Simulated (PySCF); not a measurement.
## Cobalt: a sound run and one with changed settings

Sound run: Co [Ar] 3d7 4s2, Co⁺ [Ar] 3d8. All numbers are calculated (PySCF 2.14, the non-relativistic Hamiltonian (point nucleus), in pcseg-2 (6s4p3d2f1g, 56 functions)). The sound run starts from symmetry-adapted Hartree-Fock orbitals and uses a fine grid where one is needed.

Changed run: 26 angular points. This setting is unsound on purpose.

| species | method | sound run (hartree) | changed run (hartree) | converged |
| --- | --- | --- | --- | --- |
| Co | UHF | -1381.40041 | -1381.40041 | yes |
| Co | BP86 | -1382.94939 | -1382.96746 | yes |
| Co | M06-L | -1382.66823 | -1382.70590 | yes |
| Co⁺ | UHF | -1381.10962 | -1381.10962 | yes |
| Co⁺ | BP86 | -1382.67810 | -1382.70339 | yes |
| Co⁺ | M06-L | -1382.41080 | -1382.50186 | yes |

Ionisation energy of Co:

```json
{"method": "UHF", "sound run (eV)": "7.913", "changed run (eV)": "7.913"}
{"method": "BP86", "sound run (eV)": "7.382", "changed run (eV)": "7.186"}
{"method": "M06-L", "sound run (eV)": "7.005", "changed run (eV)": "5.552"}
```

A coarse angular grid integrates products of high-l functions wrongly, so density functionals can shift, and the SCF can exploit the error; Hartree-Fock and MP2 need no grid.

For comparison, NIST gives 7.881 eV between the lowest levels.
